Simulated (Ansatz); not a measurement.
`[SiH3][GeH]1[CH2][SiH2]1` + H₂ → `[CH2]1[SiH2][GeH2]1` + SiH₄ at 700 K and 1 bar (hydrogenolysis of a Ge–Si bond).

Gas-phase electronic energies from Ansatz, PBE0-D4/def2-TZVP geometries. CBS: MP2 limit from def2 TZ/QZ plus the TZ coupled-cluster correction, frozen cores. This one scheme is used for every species. For Ge outer-core shells are correlated without core-valence functions, which leaves a few kJ/mol of doubt a bond. Scalar relativity is left out up to krypton.

```json
{"species": "`[SiH3][GeH]1[CH2][SiH2]1`", "CCSD(T)/CBS energy (Eh)": "-2697.09906", "H − E (kJ/mol)": "290.9", "S (J/(mol·K))": "513.2"}
{"species": "H₂", "CCSD(T)/CBS energy (Eh)": "-1.17544", "H − E (kJ/mol)": "46.8", "S (J/(mol·K))": "155.3"}
{"species": "`[CH2]1[SiH2][GeH2]1`", "CCSD(T)/CBS energy (Eh)": "-2406.80649", "H − E (kJ/mol)": "218.1", "S (J/(mol·K))": "409.2"}
{"species": "SiH₄", "CCSD(T)/CBS energy (Eh)": "-291.46306", "H − E (kJ/mol)": "115.5", "S (J/(mol·K))": "252.9"}
```

H − E and S are ideal-gas, rigid-rotor, harmonic terms from PBE0-D4/def2-TZVP, for one conformer and one mirror image of each species. For small species the MP2-based limit differs from directly extrapolated CCSD(T) by up to some mEh (0.8 for H₂); such offsets cancel only in part. 1 Eh = 2625.50 kJ/mol, R = 8.31446 J/(mol·K).

Task: By hand: ΔE, ΔH, ΔS and ΔG.

Result: ΔE = (-2406.80649) + (-291.46306) − (-2697.09906) − (-1.17544) = 0.00495 Eh = 13.0 kJ/mol. Δ(H − E) = 218.1 + 115.5 − 290.9 − 46.8 = -4.1, so ΔH = 8.9 kJ/mol. ΔS = 409.2 + 252.9 − 513.2 − 155.3 = -6.4 J/(mol·K). ΔG = 8.9 − 700 × (-6.4)/1000 = 13.4 kJ/mol.

Task: By hand: the equilibrium constant, and the temperature at which ΔG would vanish if ΔH and ΔS stayed fixed.

Result: log₁₀ K = −ΔG/(RT ln 10) = -1.0. ΔH and −TΔS have one sign here, so there is no such temperature.

TΔS isn't small against ΔH here. A doubt of 5 kJ/mol in ΔE shifts log₁₀ K by 0.4 here. Other conformers and mirror images would add mixing entropy, several J/(mol·K) or more a flexible species. These are equilibria of isolated gas molecules and say nothing of rates. Largest T1 diagnostic: 0.012 (customary marks: 0.02 for closed shells, 0.045 for open ones).

ΔS is within the doubt of such terms, so its sign, and with it that verdict, could turn.
